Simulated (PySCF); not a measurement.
LDA on Pd⁺ (palladium, charge +1)

Configuration: [Kr] 4d9, 2D determinant. All numbers are calculated (PySCF 2.14, scalar relativity through the core potential, in cc-pVTZ-PP with ECP28MDF (5s5p4d2f1g, 63 functions)).

| Quantity | Value |
| --- | --- |
| Total energy | -126.8728 hartree |
| One-electron energy | -219.4042 hartree |
| Hartree (Coulomb) energy | 104.7252 hartree |
| Exchange-correlation energy | -12.1938 hartree |
| ⟨S²⟩ | 0.7527 |
| ⟨L²⟩ | 6.029 |
| Sum of ⟨r⟩ | 21.67 bohr |
| Sum of ⟨r²⟩ | 33.59 bohr² |
| Traceless quadrupole moment −½Σ⟨3z² − r²⟩ along its main axis | -0.539 e·bohr² |
| Time after the integrals | 0.54 s of wall time on 1 thread of Neoverse-V2 (shared host) |

```tsv
shell	electrons	mean orbital energy (hartree)	spread (hartree)	rms radius, mean of both spins (bohr)
4s α	1	-3.59563	0	1.01
4s β	1	-3.56652	0	1.01
4p α	3	-2.33117	0.04922	1.12
4p β	3	-2.30243	0.02375	1.12
4d α	5	-0.55711	0.05208	1.63
4d β	4	-0.53113	0.02342	1.63
```

Energies and moments cover only the electrons outside the core potential.
